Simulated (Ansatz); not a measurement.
`O=CB[SiH3]` + `[OH][GaH][Br]` → `[SiH3][O][GaH][Br]` + `BC=O` at 700 K and 1 bar (cleavage of the Si–B bond).

Isolated molecules relaxed with PBE0-D4/def2-TZVP in Ansatz; ΔE leaves out vibrations. CCSD(T)/CBS adds triple-zeta CCSD(T) − MP2 to the extrapolated MP2 energy (def2 sets, frozen cores). For Br, Ga outer-core shells are correlated without core-valence functions, which leaves a few kJ/mol of doubt a bond. Scalar relativity is left out up to krypton. One conformer a species, not always the lowest.

```csv
species,CCSD(T)/CBS energy (Eh),H − E (kJ/mol),S (J/(mol·K))
`O=CB[SiH3]`,-430.03905,213.0,431.2
`[OH][GaH][Br]`,-4573.71961,104.2,379.4
`[SiH3][O][GaH][Br]`,-4864.03713,169.6,484.8
`BC=O`,-139.76288,143.8,330.2
```

H − E and S are ideal-gas, rigid-rotor, harmonic terms from PBE0-D4/def2-TZVP, for one conformer and one mirror image of each species. 1 Eh = 2625.50 kJ/mol, R = 8.31446 J/(mol·K).

Task: By hand: ΔE, ΔH, ΔS and ΔG.

Result: ΔE = (-4864.03713) + (-139.76288) − (-430.03905) − (-4573.71961) = -0.04135 Eh = -108.6 kJ/mol. Δ(H − E) = 169.6 + 143.8 − 213.0 − 104.2 = -3.8, so ΔH = -112.4 kJ/mol. ΔS = 484.8 + 330.2 − 431.2 − 379.4 = 4.4 J/(mol·K). ΔG = -112.4 − 700 × (4.4)/1000 = -115.5 kJ/mol.

Task: By hand: the equilibrium constant, and the temperature at which ΔG would vanish if ΔH and ΔS stayed fixed.

Result: log₁₀ K = −ΔG/(RT ln 10) = 8.6. ΔH and −TΔS have one sign here, so there is no such temperature. One of them is within its doubt of zero, so this could turn.

The number of gas molecules stays the same, so ΔS is small and ΔH decides. A doubt of 5 kJ/mol in ΔE shifts log₁₀ K by 0.4 here. Other conformers and mirror images would add mixing entropy, several J/(mol·K) or more a flexible species. Modes under 60 cm⁻¹, often nearly free rotors, make the harmonic entropy too high. These are equilibria of isolated gas molecules and say nothing of rates. Largest T1 diagnostic: 0.021 (customary marks: 0.02 for closed shells, 0.045 for open ones).
